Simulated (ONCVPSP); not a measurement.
Configuration tests for molybdenum (ONCV)

| Item | Value |
| --- | --- |
| Element | Mo (Z = 42) |
| Generator | ONCVPSP 4.0.1 |
| Type | optimised norm-conserving Vanderbilt (ONCV) |
| Functional | PBE |
| Relativity | scalar-relativistic |
| Frozen core | [Ar] 3d10 |
| Valence charge | 14 |
| Reference configuration | 4s2 4p6 4d5 5s0.5 5p0.5 |
| Partial waves | 4s+5s: rc 1.60 bohr, ncon 4, nbas 7, qcut 7.2 1/bohr, 2 projectors; 4p+5p: rc 2.45 bohr, ncon 4, nbas 8, qcut 4.4 1/bohr, 2 projectors; 4d: rc 1.95 bohr, ncon 4, nbas 9, qcut 7.2 1/bohr, 1 projector |
| Local potential | polynomial inside 1.00 bohr (lpopt 5, dvloc0 0 Ha) |
| Core correction | Teter function, fcfact 3.5, rcfact 1.25 |

Energies are relative to the spin-unpolarised reference configuration 4s2 4p6 4d5 5s0.5 5p0.5; without spin polarisation the order of configurations can differ from experiment.

```tsv
valence configuration	charge	ΔE all-electron (eV)	error AE − PS (meV)
4s2 4p6 4d5 5s1 5p0	0	-1.544	+0.1
4s2 4p6 4d4 5s0 5p0	+2	20.808	-5.0
```

Q: What are ΔE and the potential's error for 4s2 4p6 4d5 5s0 5p1?

A: ΔE = 1.596 eV all-electron; the error (AE − PS) is -0.4 meV.

Q: What are ΔE and the potential's error for 4s2 4p6 4d5 5s0 5p0?

A: ΔE = 5.346 eV all-electron; the error (AE − PS) is -1.7 meV.

Note: no bound ghost flagged; GHOST(+) flagged for s at 122.0 eV, p at 133.6 eV.
